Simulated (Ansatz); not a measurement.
```yaml
crystal:
  periodic: [false, false, false]
  atoms:
    - {symbol: Cu, position_ang: [-1.251865, 0.121690, -1.158720]}
    - {symbol: Cu, position_ang: [-1.106693, -0.646461, 1.127562]}
    - {symbol: Cu, position_ang: [1.106705, 0.645559, -1.128067]}
    - {symbol: Cu, position_ang: [1.251632, -0.120757, 1.159021]}
    - {symbol: Te, position_ang: [0.419788, -1.845490, -0.645166]}
    - {symbol: Te, position_ang: [-0.419576, 1.845469, 0.645369]}
basis:
  gaussian: {orbitals: def2-mTZVP, final_grid: {core_spheres: 8, valence_spheres: 7, degree: 23}}
total_charge: 2
hamiltonian: {xc: {name: HSE06}, dispersion: d4}
scf: {lower_state_search: full}
```

```sh
$ ansatz run in.yaml --threads 4 --pin off --events-out ev --progress --plain --max-ram 4787MiB
```

Output, abridged:

```
Functional definition: HSE06
2300 factors; integrals over basis functions are off by at most 2.4e-4 eV
92 factors; integrals over basis functions are off by at most 5.8e-7 eV
mean field evaluation 1: about -193035.6302 eV, gradient 2.7e2 eV
mean field evaluation 2: about -193036.0403 eV, gradient 2.7e2 eV
mean field evaluation 4: about -193101.8631 eV, gradient 5.4e1 eV
mean field evaluation 8: about -193111.3693 eV, gradient 8.8e0 eV
mean field evaluation 16: about -193111.5357 eV, gradient 4.0e-2 eV
mean field evaluation 32: about -193044.4305 eV, gradient 2.3e2 eV
mean field evaluation 64: about -193090.3802 eV, gradient 3.2e1 eV
mean field evaluation 96: about -193082.9173 eV, gradient 1.5e2 eV
mean field evaluation 128: about -193111.5357 eV, gradient 4.4e-3 eV
mean field evaluation 160: about -193111.2201 eV, gradient 1.1e-1 eV
mean field -193111.53568051 eV, -7096.7180405585 hartree, gradient 8.0e-5 eV, S^2 0.000000; 7 other end points of the search recorded, 0 dependent functions left out
reference -193111.53574164 eV, -7096.7180428050 hartree; 81, 81 occupied and 123, 123 virtual orbitals, 2300 factors
Total energy: -193111.97306817 eV, -7096.7341142584 hartree
```

It took 61 s on 4 threads of Arm Neoverse V1 on a shared host, peak host memory 1.4 GiB.

In the def2 sets Te takes a core potential; there is no spin–orbit coupling. HSE06 is defined as in plane-wave codes, on full-range PBE exchange. This restricted singlet of an open-shell metal wasn't tested against broken symmetry.
